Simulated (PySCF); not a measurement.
C4H8BN, SMILES C=C1CNB1C.

Coordinates come from a B3LYP-D3(BJ)/def2-SVP optimisation. The structure was generated by enumeration, and PubChem lists no compound with its InChIKey, so it may never have been made.

Two levels are set side by side: TDDFT-PBE/def2-SVPD (PySCF) and TDDFT-B3LYP/def2-SVPD (PySCF). Vertical, same geometry. The lowest singlet is HOMO−2→LUMO 99 % with PBE and HOMO−2→LUMO 100 % with the other functional; states are paired by order. Differences are taken from unrounded values.

```csv
quantity,TDDFT-B3LYP
lowest singlet excitation (eV),5.64
lowest triplet excitation (TDA) (eV),3.92
first bright state (f over 0.05) (eV),5.96
its oscillator strength,0.09
```

Q: What does TDDFT-PBE give, and how far is it from TDDFT-B3LYP? (An estimate is asked for; the answer gives what the named calculation found.)

A: 
```
quantity                               TDDFT-PBE  TDDFT-PBE minus TDDFT-B3LYP
-------------------------------------  ---------  ---------------------------
lowest singlet excitation (eV)              5.24                        -0.40
lowest triplet excitation (TDA) (eV)        3.91                        -0.01
first bright state (f over 0.05) (eV)       6.07                         0.11
its oscillator strength                     0.27                         0.18
```

Functionals without exact exchange tend to place singlet excitations lower, as here. Differences between two approximate levels are no errors against the true value.

Rough cost on one machine, each run with all the roots and properties that it gave: TDDFT-B3LYP against TDDFT-PBE about 4 times.
